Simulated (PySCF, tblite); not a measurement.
C₆H₁₄BF₂N.
Atom-mapped SMILES: `[CH2:1]=[C:2]([B@@H-:3]([NH3+:4])[CH2:5][CH2:6][CH3:7])[CH:8]([F:9])[F:10]` (hydrogens: H11, H12 on C1; H13 on B3; H14, H15, H16 on N4; H17, H18 on C5; H19, H20 on C6; H21, H22, H23 on C7; H24 on C8)

Structure used (GFN2-xTB), in Å, numbered top down from 1:
```
atom  x, y, z in Å
C1    -1.581    1.361    0.451
C2    -1.534    0.084    0.100
B3    -0.260   -0.720   -0.494
N4    -0.550   -0.796   -2.114
C5     1.163    0.047   -0.338
C6     1.667    0.094    1.105
C7     2.999    0.827    1.234
C8    -2.774   -0.751    0.262
F9    -3.899   -0.049    0.554
F10   -3.076   -1.410   -0.913
H11   -0.714    1.991    0.364
H12   -2.469    1.831    0.849
H13   -0.236   -1.849   -0.114
H14    0.185   -1.327   -2.570
H15   -0.570    0.150   -2.483
H16   -1.450   -1.243   -2.266
H17    1.930   -0.458   -0.936
H18    1.113    1.074   -0.714
H19    0.920    0.584    1.731
H20    1.780   -0.927    1.473
H21    3.763    0.341    0.630
H22    2.903    1.858    0.896
H23    3.336    0.838    2.269
H24   -2.657   -1.531    1.032
```

Jobs on this species (24 atoms, 80 electrons) with PySCF (density fitting) and tblite. Hardware of each: Arm Neoverse N1, one thread, shared host. Other jobs ran on the host; a repeat could differ by tens of per cent or more.

```
level and settings                                                                        work  basis functions  SCF cycles  wall time
     PBE0/pcSseg-1  shieldings, charges and field gradients, density and orbital grids written              240           ?          ?
          GFN2-xTB                                                           L-BFGS relaxation                –           –      3.4 s
          GFN2-xTB                                               Hessian by finite differences                –           –      1.8 s
```

Q: Fill in the missing figures.

A: 
- PBE0/pcSseg-1; shieldings, charges and field gradients, density and orbital grids written: 2.1 min, 14 SCF cycles

Q: What do all jobs in the table cost together?

A: About 2.2 min; the longest takes about 96 % of that, and about 70 times as long as the shortest.
